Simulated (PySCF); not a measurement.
Germanium: highly charged ions in a basis for the neutral atom

Ge⁹⁺ [Ar] 3d5, Ge¹⁰⁺ [Ar] 3d4. Computed with PySCF 2.14 in cc-pVTZ-DK (6s5p3d1f, 43 functions), with scalar relativity by spin-free X2C-1e. No spin-orbit coupling, so a gap to NIST mixes the basis error with missing relativistic terms.

Changed run: basis of the neutral atom used for a highly charged ion. This setting is unsound on purpose.

| species | method | sound run (hartree) | changed run (hartree) | converged |
| --- | --- | --- | --- | --- |
| Ge⁹⁺ | UHF | not run | -2065.80748 | yes |
| Ge⁹⁺ | PBE | not run | -2066.56542 | yes |
| Ge⁹⁺ | TPSS | not run | -2066.89978 | yes |
| Ge¹⁰⁺ | UHF | not run | -2056.25921 | yes |
| Ge¹⁰⁺ | PBE | not run | -2057.00456 | yes |
| Ge¹⁰⁺ | TPSS | not run | -2057.35149 | yes |

Ionisation energy of Ge⁹⁺:

```
method  changed run (eV)    NIST (eV)
   UHF            259.82  252.1 ± 2.2
   PBE            260.16  252.1 ± 2.2
  TPSS            259.82  252.1 ± 2.2
```

The contracted functions were made for the neutral atom and can be too rigid for a highly charged ion.
